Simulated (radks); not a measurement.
Question: Radial electron density D(r) = 4 pi r^2 rho(r) of an atom or ion with 55 electrons. Calculated with a radial shooting solver on a logarithmic mesh with Libxc functionals: non-relativistic Kohn-Sham, SCAN, spin-polarised, spherical densities, point nucleus; meta-GGA in the generalised Kohn-Sham scheme.

```
   r/bohr * D(r) (the largest magnitude, 98.2, reaches the edge; | marks zero)
0.0008626 |*
 0.001004 |*
 0.001169 |*
 0.001361 | *
 0.001584 | *
  0.00183 |  *
  0.00213 |  *
  0.00248 |   *
 0.002887 |     *
 0.003361 |      *
 0.003913 |        *
 0.004555 |           *
 0.005303 |              *
 0.006173 |                 *
  0.00713 |                     *
   0.0083 |                         *
 0.009662 |                             *
  0.01125 |                                 *
   0.0131 |                                    *
  0.01524 |                                       *
  0.01775 |                                        *
  0.02066 |                                        *
  0.02405 |                                       *
  0.02778 |                                     *
  0.03234 |                                    *
  0.03765 |                                    *
  0.04383 |                                      *
  0.05102 |                                          *
   0.0594 |                                               *
  0.06915 |                                                    *
   0.0805 |                                                      *
  0.09371 |                                                    *
   0.1082 |                                                *
    0.126 |                                           *
   0.1467 |                                        *
   0.1708 |                                          *
   0.1988 |                                              *
   0.2314 |                                              *
   0.2694 |                                        *
   0.3136 |                              *
   0.3651 |                    *
   0.4217 |                *
   0.4909 |                 *
   0.5715 |                   *
   0.6653 |                  *
   0.7745 |              *
   0.9017 |         *
     1.05 |      *
    1.222 |    *
    1.423 |    *
    1.643 |   *
    1.913 |  *
    2.227 |*
    2.592 |*
    3.018 *
    3.513 *
     4.09 *
    4.761 *
    5.543 *
    6.401 *
    7.452 *
    8.675 *
```

What is the nuclear charge?

Answer: Z = 58. The innermost maximum, from 1s, lies near 1/Z = 0.0172 bohr (found: 0.0192), and its height grows with Z. The density is that of the cerium ion Ce3+ in [Xe] 6p1; the configuration itself is not fixed sharply by these data, and Z only to a few units. D(r) has 4 maxima, at r = 0.0192, 0.0805, 0.217, 0.600 bohr, and minima at 0.0353, 0.147, 0.439 bohr, inside which lie 1.99, 11.37, 28.91 electrons.
